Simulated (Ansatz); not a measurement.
```yaml
atoms:
  - { symbol: C, position_ang: [0.0000, 0.0000, 0.0000] }
  - { symbol: S, position_ang: [0.0000, 0.0000, 1.5350] }
```

Basis set: cc-pVDZ (spherical functions). Left uncorrelated: 6 orbitals. Charge 0, multiplicity 1.

Computed with Ansatz (development build ahead of 0.2.0); each method stands on the lowest determinant of its kind that the runs found. Restricted open shells among the atoms or ions are ROHF, correlated in semicanonical orbitals with singles.

Q: Give the atomization energy at this shape (free ground-state atoms in the same class of orbitals less the molecule, no zero-point energy) of singlet CS by RHF-CCSD(T), RHF-CCSD.

A:

| method | atomization energy |
| --- | --- |
| RHF-CCSD(T) | 6.62 eV |
| RHF-CCSD | 6.30 eV |

Caution: no unrestricted run beside it, a lower state can exist.
